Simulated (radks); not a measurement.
These are the eigenvalues of the occupied orbitals of an atom or ion with whole-number occupations (eV). All-electron calculation, non-relativistic Kohn-Sham, revPBE, spin-polarised, spherical densities, point nucleus. Program: a radial shooting solver on a logarithmic mesh with Libxc functionals.

1s up: -7285.860
1s down: -7284.432
2s up: -1147.299
2s down: -1146.150
2p up: -1039.127
2p down: -1037.406
3s up: -377.3455
3s down: -370.0685
3p up: -343.5130

Which element is it, and in what charge state? The configuration may be excited. Open shells, if any, are filled with parallel spins first.

Answer. Z = 26, iron, charge +12: Fe12+ in [Ne] 3s2 3p2. The list shows which subshells hold electrons but not how many an open one holds; the 1s level, -267.75 hartree, gives Z - s = 23.1 by -(Z - s)^2/2, which with screening narrows Z to a few neighbours, and the depths of the outer levels then fix element, charge and occupations together.
